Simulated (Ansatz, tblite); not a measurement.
Adding an electron: the cluster GeF₂⁺ (the lowest doublet isomer of a short search). Total charge 1; doublet. Geometry: PBE-D4/def2-TZVP. Ansatz, gas phase; energy differences of separate SCF runs; the reduced species is a singlet (the triplet lies 3.11 eV higher at PBE0-D4/def2-TZVP).

```xyz
3

Ge   -0.056   -0.572    0.129
F    -1.009    0.159   -1.085
F     1.065    0.413    0.956
```

The xTB rows come from tblite. The structure comes from a short search, and lower isomers may exist.

```
              level  −HOMO (eV)  −LUMO (eV)  vertical EA (eV)  HOMO–LUMO gap (eV)
           GFN1-xTB           –           –             15.86                   –
           GFN2-xTB           –           –             17.21                   –
   PBE-D4/def2-TZVP       15.85       14.59             10.80                1.26
r2SCAN-D4/def2-TZVP       16.36       14.22             10.86                2.14
  PBE0-D4/def2-TZVP       17.35       13.56             10.93                3.79
```

  HOMO and LUMO are the levels of the spin that leaves or enters (xTB has no such levels and no spin-polarisation term). Other spin states of the ions may lie lower, which would lower the ionisation energy or raise the affinity. Raw xTB energy differences between charge states are shifted by several eV; the methods need an empirical correction for them.
